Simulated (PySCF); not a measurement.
# Electron correlation in O²⁺ (oxygen, charge +2)

[He] 2s2 2p2, high-spin 3P determinant. Calculation: PySCF 2.14, in aug-cc-pwCVTZ (7s6p4d2f, 59 functions); the non-relativistic Hamiltonian (point nucleus). Frozen: 1s2; 4 electrons correlated.

| level | correlation energy (mhartree) |
| --- | --- |
| CCSD | -100.38 |
| (T) | -1.41 |
| CCSD(T) | -101.79 |

Diagnostics: T1 = 0.0049, D1 = 0.0097, largest double amplitude 0.122.

Question: Is a single reference adequate?

Answer: Mostly. T1 lies below 0.03, but a double amplitude of this size points to a near-degeneracy that CCSD handles and MP2 describes poorly.
